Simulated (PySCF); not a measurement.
ZnH, SMILES [ZnH+] (connectivity only; charge and spin as stated), charge +1, multiplicity 1. Geometry optimised at PBE0-D3(BJ)/def2-TZVPD. The multiplicity is an assumed one; other spin states were not compared.

These are PBE0-D3(BJ)/def2-TZVPD in PySCF values and carry that method's errors.

Harmonic wavenumbers (cm⁻¹): 1907. Rotational constants (GHz): 216.5 (linear); symmetry number 1.

Q: Work out the zero-point energy and the ideal-gas rigid-rotor harmonic-oscillator thermochemistry at 298.15 K and 1 atm.

A: ZPE = ½ Σ hcν = ½ × 1907 cm⁻¹ = 11.41 kJ/mol. H − E(el) = 20.08 kJ/mol. Entropy in J/(mol K): translation 161.07, rotation 36.23, vibration 0.01, total 197.30. G − E(el) = -38.74 kJ/mol. Cp = 29.17 J/(mol K).
